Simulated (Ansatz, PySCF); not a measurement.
C2H8Ge, SMILES [GeH3][CH2]C. Atoms are numbered in the order given.

```xyz
11

Ge    -0.0583    -0.7789     0.0000
C      0.6938     1.0464     0.0000
C     -0.3710     2.1463     0.0000
H      1.0675    -1.8363     0.0000
H     -0.9388    -0.9887    -1.2530
H     -0.9388    -0.9887     1.2530
H      1.3486     1.1344     0.8830
H      1.3486     1.1344    -0.8830
H     -1.0217     2.0811    -0.8875
H     -1.0217     2.0811     0.8875
H      0.0843     3.1506     0.0000
```
Charge 0, spin multiplicity 1.

Geometry: B3LYP-D3(BJ)/def2-SVP.

Vertical ionisation energy (IE) and electron affinity (EA) in eV. Rows of orbital energies are one-electron estimates. Where ΔSCF, EOM or ADC give a negative EA the extra electron is unbound and the value depends on the basis.

```csv
level,IE,EA
"−ε(HOMO), −ε(LUMO), r2SCAN/def2-TZVPD (PySCF)",7.29,-0.22
"−ε(HOMO), −ε(LUMO), PBE/def2-TZVPD (PySCF)",7.05,0.43
"ΔSCF, CAM-B3LYP/def2-SVPD (Ansatz), final states of multiplicity 2 and 2",10.51,-1.60
"ΔSCF, PBE/def2-SVPD (Ansatz), final states of multiplicity 2 and 2",10.17,-1.35
```

Task: What vertical singlet–triplet gap does ΔSCF give with CAM-B3LYP/def2-SVPD (Ansatz, a quantum-chemistry and plane-wave program) and with PBE/def2-SVPD (Ansatz)? (The exact figures need the calculation; the answer reports its results.)

Result: 7.43 and 6.88 eV (triplet above singlet where positive).
